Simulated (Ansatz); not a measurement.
Gas-phase electronic energies from Ansatz, PBE0-D4/def2-TZVP geometries. CCSD(T)/CBS adds triple-zeta CCSD(T) − MP2 to the extrapolated MP2 energy (def2 sets, frozen cores). This one scheme is used for every species. DFT in def2-TZVPP. B3LYP here is the variant with VWN-RPA as its local correlation; programs differ in this. HSE06 is defined as in plane-wave codes. Elements past krypton have def2 core potentials. For Br, Sn outer-core shells are correlated without core-valence functions, which leaves a few kJ/mol of doubt a bond. Scalar relativity is left out up to krypton.

Consider the stannylene formation by 1,1-elimination: `[Cl][SnH]([Br])[Br]` → `[Br][Sn][Br]` + HCl.

| level | ΔE (kcal/mol) | difference from CCSD(T)/CBS |
| --- | --- | --- |
| revPBE-D4 | 4.6 | -6.8 |
| BLYP-D4 | 0.8 | -10.6 |
| B3LYP-D4 | 4.8 | -6.6 |
| HSE06-D4 | 10.1 | -1.3 |
| ωB97M-V | 11.0 | -0.4 |
| PBE-QIDH | 12.9 | 1.5 |
| BLYP | -2.7 | -14.1 |
| PBE0 | 8.7 | -2.7 |
| B3LYP | 1.9 | -9.5 |
| r2SCANh | 10.7 | -0.7 |
| r2SCAN0 | 11.7 | 0.3 |
| CAM-B3LYP | 7.1 | -4.3 |
| LC-ωPBE | 14.9 | 3.5 |
| CCSD/def2-SVP | 10.3 | -1.1 |
| HF/def2-TZVPP | 10.7 | -0.7 |
| MP2/def2-QZVPP | 10.8 | -0.6 |
| CCSD(T)/CBS | 11.4 | 0 |

Largest T1 diagnostic among the species: 0.011.

The D4 term adds +2.9 kcal/mol with B3LYP and +1.6 kcal/mol with PBE0; it sums over pairs of atoms, weighted by their polarisabilities, and B3LYP, whose exchange is more repulsive, gets the larger term. At CCSD(T), def2-SVP lies −1.1 kcal/mol from the extrapolated value and def2-TZVPP −0.8 kcal/mol.

CCSD(T)/CBS has its own doubt, a few kJ/mol and more with outer-core shells, so smaller differences from it don't rank the levels.
